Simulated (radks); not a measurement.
Task: Hf3+, 69 electrons, occupied as [Xe] 4f14 5d1. All-electron calculation, Dirac Kohn-Sham, HCTH/407, spin-unpolarised, spherical densities, point nucleus; open shells fill j = l - 1/2 first. Program: a radial shooting solver on a logarithmic mesh with Libxc functionals. Some entries of the table are withheld. Estimate them.

orbital,occ.,eigenvalue (eV),r(max) (bohr)
1s1/2,2,-65212.64,0.01190
2s1/2,2,-11178.09,(1)
2p1/2,2,-10680.12,0.05091
2p3/2,4,-9488.279,0.05754
3s1/2,2,-2569.547,0.1924
3p1/2,2,-2348.476,0.1803
3p3/2,4,-2092.799,0.1940
3d3/2,4,-1718.434,0.1522
3d5/2,6,-1662.554,0.1560
4s1/2,2,-540.1133,0.4377
4p1/2,2,-449.4157,0.4380
4p3/2,4,-390.8121,0.4671
4d3/2,4,-241.6069,0.4654
4d5/2,6,-230.8498,0.4748
5s1/2,2,-94.6667,1.014
5p1/2,2,-68.7035,1.095
5p3/2,4,-60.6481,1.180
4f5/2,6,-46.2664,0.4508
4f7/2,8,-44.4933,0.4560
5d3/2,1,(2),1.537
5d5/2,0,(3),1.575

Result: 
(1) 2s1/2 r(max) (bohr): 0.06826
(2) 5d3/2 eigenvalue (eV): -27.6921
(3) 5d5/2 eigenvalue (eV): -26.9826
